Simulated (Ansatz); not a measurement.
Ansatz (a first-principles code) input (B3LYP/LANL2DZ): The .json file is the Basis Set Exchange's LANL2DZ.

Ansatz 0.2 input:
```yaml
crystal:
  periodic: [false, false, false]
  atoms:
    - {symbol: Sn, position_ang: [-0.00000000, -0.00000000, -0.27417323]}
    - {symbol: O, position_ang: [0.00000000, 0.00000000, 1.71358267]}
basis:
  gaussian:
    orbitals: LANL2DZ.json
hamiltonian:
  xc: {name: B3LYP}
total_charge: 1
magnetization: {spin_polarized: true, initial_magnetization: 1}
relax: {f_tol: 0.003, max_steps: 120}
```

Output:

```
WARN ansatz: RAYON_NUM_THREADS=1 ignored (pool sized by the plan → 1); use --threads N
Functional definition: B3LYP
integrals: 0.00 GiB planned
291 factors; integrals over basis functions are off by at most 7.7e-5 eV
mean field: 0.07 GiB planned
mean field evaluation 1: about -2089.0814 eV, gradient 7.9e1 eV
mean field evaluation 2: about -1885.3925 eV, gradient 1.3e2 eV
mean field evaluation 4: about -2122.0724 eV, gradient 3.5e1 eV
mean field evaluation 8: about -2128.5236 eV, gradient 4.0e-1 eV
mean field evaluation 16: about -2128.5255 eV, gradient 7.8e-5 eV
mean field evaluation 32: about -2128.8647 eV, gradient 2.6e0 eV
mean field -2128.97753104 eV, -78.2384811931 hartree, gradient 1.7e-5 eV, S^2 0.759528; 4 other end points of the search recorded, 0 dependent functions left out
the calculation of the forces begins
reference -2128.97769368 eV, -78.2384871697 hartree; 6, 5 occupied and 11, 12 virtual orbitals, 291 factors
relax step   1: F+E_penalty+E_count = -2128.97753104 eV  Δ(F+E_penalty+E_count) = +0.000e0 eV  max|allowed force component| = 2.100e-1 eV/Å  Δτ_max = 0.0000 Å  (134 SCF iters, accepted)
these checks for a lower state are left out or cut short: starts, cluster_reference, orbital_swaps, neighbouring_geometries, increment
integrals: 0.00 GiB planned
291 factors; integrals over basis functions are off by at most 7.9e-5 eV
mean field: 0.07 GiB planned
mean field -2128.97873408 eV, -78.2385254037 hartree, gradient 2.6e-5 eV, S^2 0.759928; 0 other end points of the search recorded, 0 dependent functions left out
the calculation of the forces begins
reference -2128.97889703 eV, -78.2385313922 hartree; 6, 5 occupied and 11, 12 virtual orbitals, 291 factors
relax step   2: F+E_penalty+E_count = -2128.97873408 eV  Δ(F+E_penalty+E_count) = -1.203e-3 eV  max|allowed force component| = 3.703e-2 eV/Å  Δτ_max = 0.0049 Å  (32 SCF iters, accepted)
these checks for a lower state are left out or cut short: starts, cluster_reference, orbital_swaps, neighbouring_geometries, increment
integrals: 0.00 GiB planned
291 factors; integrals over basis functions are off by at most 8.0e-5 eV
mean field: 0.07 GiB planned
mean field evaluation 64: about -2128.9788 eV, gradient 1.8e-5 eV
mean field -2128.97877380 eV, -78.2385268637 hartree, gradient 1.8e-5 eV, S^2 0.760017; 0 other end points of the search recorded, 0 dependent functions left out
the calculation of the forces begins
reference -2128.97893683 eV, -78.2385328549 hartree; 6, 5 occupied and 11, 12 virtual orbitals, 291 factors
relax step   3: F+E_penalty+E_count = -2128.97877380 eV  Δ(F+E_penalty+E_count) = -3.973e-5 eV  max|allowed force component| = 1.982e-4 eV/Å  Δτ_max = 0.0011 Å  (28 SCF iters, accepted)
integrals: 0.00 GiB planned
291 factors; integrals over basis functions are off by at most 8.0e-5 eV
mean field: 0.07 GiB planned
mean field evaluation 96: about -2088.8333 eV, gradient 7.9e1 eV
mean field -2128.97877380 eV, -78.2385268637 hartree, gradient 1.8e-5 eV, S^2 0.760017; 5 other end points of the search recorded, 0 dependent functions left out
the calculation of the forces begins
reference -2128.97893683 eV, -78.2385328549 hartree; 6, 5 occupied and 11, 12 virtual orbitals, 291 factors
Total energy: -2128.97893683 eV, -78.2385328549 hartree
Atom 0 at     0.000000    -0.000000    -0.280136 Å, force    -0.000000    -0.000000    -0.000198 eV/Å
Atom 1 at    -0.000000     0.000000     1.719545 Å, force     0.000000     0.000000     0.000198 eV/Å
Dipole moment:    -0.000000     0.000000    -0.626352 e Å
```

The dipole moment of an ion depends on the origin.
